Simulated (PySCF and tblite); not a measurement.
C₆H₆OS, numbered as in [CH3:1][C:2](=[O:3])[c:4]1[cH:5][cH:6][s:7][cH:8]1. Search: ETKDG and KDG, MMFF94s, GFN2-xTB, 60 starts; geometries at GFN2-xTB. Free energies are wB97X/6-311G** (IEF-PCM, benzene) single points with GFN2-xTB rigid-rotor and vibrational terms (modes under about 100 cm⁻¹ blended into free rotors). Symmetry numbers and mirror images are counted. Conformers within 3 kcal/mol (GFN2-xTB free energy) were kept, 3 at most. GIAO shieldings: LDA/pcSseg-1 (IEF-PCM, benzene). Shifts are against TMS (¹H), TMS (¹³C) at the same level. (PySCF 2.14, tblite 0.8.)

Torsions listed: O3–C2–C4–C5.

Two conformers hold nearly all the population. I: 0°; δ(H8) = 7.82 ppm. II: 180°; δ(H8) = 8.16 ppm. The average over the ensemble at 298.15 K is 7.92 ppm.

(1) What populations and free-energy difference follow from a two-state model?

Results:

(1) p(I) = (7.92 − 8.16)/(7.82 − 8.16) = 0.71, so K = p(II)/p(I) = 0.42 and G(II) − G(I) = −RT ln K = 0.52 kcal/mol. The weights computed directly are 69.0 % and 31.0 %.
